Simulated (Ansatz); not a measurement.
GeTe4 was relaxed with PBE-D4 (def2-SVP) in Ansatz in these states: neutral quintet, neutral singlet, neutral triplet. The geometries follow in no particular order.

In the def2 sets Te takes a core potential; there is no spin–orbit coupling.

A:

```xyz
5

Ge   -0.014   -1.498   -0.910
Te   -1.811   -1.233    1.080
Te    0.840   -0.798    1.591
Te    1.086    2.370    0.141
Te   -0.102    1.159   -1.903
```

B:

| atom | x (Å) | y (Å) | z (Å) |
| --- | --- | --- | --- |
| Ge1 | -1.088 | 1.342 | 0.298 |
| Te2 | 1.480 | 1.890 | -0.465 |
| Te3 | 1.091 | -0.049 | 1.437 |
| Te4 | 0.238 | -2.326 | -0.006 |
| Te5 | -1.720 | -0.858 | -1.264 |

C:

Cartesian coordinates in Å:
```
Ge 1.518 0.059 -0.668
Te 0.833 -2.306 0.262
Te 0.440 0.951 1.738
Te -2.007 1.373 0.665
Te -0.785 -0.077 -1.998
```

Problem. Judge from the bond lengths which geometry belongs to which state (an estimate).

Solution. A is the neutral triplet (Te2–Te3 2.734 Å, Te3–Te4 3.493 Å, Te4–Te5 2.657 Å); B is the neutral singlet (Te2–Te3 2.744 Å, Te3–Te4 2.828 Å, Te4–Te5 2.751 Å); C is the neutral quintet (Te2–Te3 3.597 Å, Te3–Te4 2.705 Å, Te4–Te5 3.269 Å).

At PBE0-D4/def2-TZVP a singlet lies 0.54 eV below the neutral triplet. At PBE0-D4/def2-TZVP a singlet lies 1.76 eV below the neutral quintet. These are the stationary points nearest to one start from a short search; other shapes may lie lower in each state.
